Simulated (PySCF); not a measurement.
# Shieldings and the share of exact exchange

Molecule: SMILES O=C(O)[SiH2]O[SiH3], CH6O3Si2.

Molfile (atoms numbered from 1):
```
CH6O3Si2
     RDKit          3D

 12 11  0  0  0  0  0  0  0  0999 V2000
    0.9817    0.2736   -1.3272 O   0  0  0  0  0  0  0  0  0  0  0  0
    1.4817    0.0886   -0.2437 C   0  0  0  0  0  0  0  0  0  0  0  0
    2.8026    0.0509   -0.0524 O   0  0  0  0  0  0  0  0  0  0  0  0
    0.3906   -0.1730    1.3204 Si  0  0  0  0  0  4  0  0  0  0  0  0
   -1.1523   -0.0789    0.7658 O   0  0  0  0  0  0  0  0  0  0  0  0
   -2.0408    0.0332   -0.6468 Si  0  0  0  0  0  4  0  0  0  0  0  0
    3.2255    0.1935   -0.9183 H   0  0  0  0  0  0  0  0  0  0  0  0
    0.6741    0.9023    2.3095 H   0  0  0  0  0  0  0  0  0  0  0  0
    0.6865   -1.5091    1.9077 H   0  0  0  0  0  0  0  0  0  0  0  0
   -1.8473    1.3612   -1.2925 H   0  0  0  0  0  0  0  0  0  0  0  0
   -1.6939   -1.0711   -1.5849 H   0  0  0  0  0  0  0  0  0  0  0  0
   -3.4704   -0.1050   -0.2433 H   0  0  0  0  0  0  0  0  0  0  0  0
  1  2  2  0
  2  3  1  0
  2  4  1  0
  4  5  1  0
  5  6  1  0
  3  7  1  0
  4  8  1  0
  4  9  1  0
  6 10  1  0
  6 11  1  0
  6 12  1  0
M  END
```

GIAO shieldings (ppm, equivalent atoms averaged) in PySCF 2.14.0 with density-fitted response routines on the PBE0-D3(BJ)/def2-SVP geometry, basis pcSseg-1, gas phase, non-relativistic:

| functional | exact exchange (%) | σ(O3) | σ(O5) | σ(Si6) | σ(Si4) |
| --- | --- | --- | --- | --- | --- |
| BLYP | 0 | 90.0 | 320.3 | 364.6 | 379.8 |
| BP86 | 0 | 92.5 | 325.2 | 367.6 | 383.6 |
| PBE | 0 | 91.8 | 325.9 | 368.6 | 384.6 |
| PBE0 | 25 | 103.8 | 334.6 | 384.5 | 398.3 |
| mPW1PW91 | 25 | 103.3 | 333.6 | 383.4 | 397.1 |
| BHandHLYP | 50 | 114.7 | 336.4 | 396.6 | 408.2 |
| HF | 100 | 137.7 | 345.6 | 433.3 | 442.1 |

(1) Fit each shielding as a line in the percentage of exact exchange.

(2) What does the line predict for B3LYP (20 %), and what does the run give?

Results:

(1) σ(O3) = 91.6 + 0.46 x (rms 0.7 ppm); σ(O5) = 325.4 + 0.22 x (rms 2.7 ppm); σ(Si6) = 366.8 + 0.65 x (rms 1.7 ppm); σ(Si4) = 382.4 + 0.58 x (rms 2.0 ppm). The functionals also differ in their semilocal parts, which the line can't hold; Hartree–Fock has no correlation at all.

(2) σ(O3): 100.8 predicted, 100.1 computed; σ(O5): 329.8 predicted, 328.2 computed; σ(Si6): 379.8 predicted, 376.8 computed; σ(Si4): 394.0 predicted, 390.5 computed ppm.
